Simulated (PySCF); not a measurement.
Excitations are Tamm–Dancoff values on a coarser integration grid. The basis has no diffuse functions, so Rydberg states are missing or too high.

Cartesian coordinates (Å):
```xyz
6

N     -0.9531    -0.0010    -0.0004
Ga     0.8602     0.0009     0.0004
H     -1.5169     0.8301    -0.0525
H     -1.5152    -0.8334     0.0513
H      1.5640    -1.3900     0.0872
H      1.5610     1.3935    -0.0859
```
Charge 0, multiplicity 1.

Problem. What is the computed total energy, T1 excitation (TDA) and HOMO–LUMO gap (PySCF 2.14.0 with PBE0-D3(BJ)/def2-TZVP)?

Solution. 
```
Quantity                    Result
-------------------  -------------
total energy         -1981.7194 Ha
T1 excitation (TDA)        4.59 eV
HOMO–LUMO gap              6.68 eV
```
